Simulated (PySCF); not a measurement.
hydrogen, H₂, SMILES [H][H], point group D∞h.

Force field and properties: B3LYP/pcSseg-2 (PySCF, grid level 2). Vibrational terms come from second-order perturbation theory with semi-diagonal cubic constants, by steps of ±0.6 along the normal coordinates of each isotopologue. The parent has the commonest isotopes.

Equilibrium geometry (Å):

| atom | x | y | z |
| --- | --- | --- | --- |
| H1 | 0.3766 | -0.0120 | -0.0108 |
| H2 | -0.3655 | 0.0171 | -0.0458 |

Task: Give the equilibrium and ground-state rotational constants (MHz) of parent; ²H at 1; ²H at 1, ²H at 2.

Result: 
| species | Be | B0 | harmonic ZPE (cm⁻¹) |
| --- | --- | --- | --- |
| parent | 1.8143e+06 | 1.7684e+06 | 2208 |
| ²H at 1 | 1.3611e+06 | 1.3315e+06 | 1913 |
| ²H at 1, ²H at 2 | 907840 | 891860 | 1562 |

Task: And its quartic centrifugal distortion constants from the harmonic force field?

Result: Linear top: D = 1.36e+06 kHz.
